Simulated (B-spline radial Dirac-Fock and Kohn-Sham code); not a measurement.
EELS cross sections of the Eu N2 edge

System: the Eu atom in the configuration 1s2 2s2 2p6 3s2 3p6 3d10 4s2 4p6 4d10 4f7 5s2 5p6 6s2. The computed values come from a radial B-spline solver: the first Born approximation with generalised oscillator strengths from a Dirac-Hartree-Slater potential (longitudinal and transverse terms; continuum final states only, so no white lines or fine structure). The edge is taken at 284.0 eV (tabulated value).

The run's input, task.json:

```json
{"items": [{
  "Z": 63,
  "q": 0,
  "cfg": [[1, 0, 2], [2, 0, 2], [2, 1, 6], [3, 0, 2], [3, 1, 6], [3, 2, 10], [4, 0, 2], [4, 1, 6], [4, 2, 10], [4, 3, 7], [5, 0, 2], [5, 1, 6], [6, 0, 2]],
  "A": 153,
  "rrms": 5.1115,
  "do": "eels",
  "beams": [[60, 5], [60, 10], [60, 100], [100, 5], [100, 100], [120, 5], [120, 50], [120, 100], [200, 5], [200, 20], [300, 10], [300, 20], [300, 50], [300, 100]],
  "edges": {"N2": 284.0}
}]}
```

Run with: `python xray2_run.py task.json out`

Partial cross sections σ(β, Δ) in barn, integrated over a window Δ above the edge and up to the collection semi-angle β, for parallel illumination:

| E₀ (kV) | β (mrad) | Δ = 25 eV | Δ = 50 eV | Δ = 100 eV | Δ = 200 eV | Δ = 300 eV |
| --- | --- | --- | --- | --- | --- | --- |
| 60 | 5 | ? | ? | ? | ? | ? |
| 60 | 10 | 240 | 440 | 758 | 1200 | 1480 |
| 60 | 100 | 928 | 1740 | 2960 | 4820 | 6270 |
| 100 | 5 | 136 | 249 | 429 | 676 | 825 |
| 100 | 100 | 653 | 1230 | 2110 | 3460 | 4530 |
| 120 | 5 | 135 | 248 | 430 | 682 | 838 |
| 120 | 50 | 527 | 979 | 1650 | 2670 | 3430 |
| 120 | 100 | 579 | 1090 | 1870 | 3080 | 4040 |
| 200 | 5 | 131 | 242 | 424 | 685 | 855 |
| 200 | 20 | 282 | 514 | 869 | 1400 | 1790 |
| 300 | 10 | 183 | 335 | 580 | 949 | 1210 |
| 300 | 20 | 272 | 498 | 841 | 1360 | 1730 |
| 300 | 50 | 351 | 662 | 1140 | 1870 | 2460 |
| 300 | 100 | 354 | 668 | 1150 | 1900 | 2490 |

Question: Give the row for 60 kV and 5 mrad.

Answer: 132 b for 25 eV, 240 b for 50 eV, 407 b for 100 eV, 623 b for 200 eV, 745 b for 300 eV.
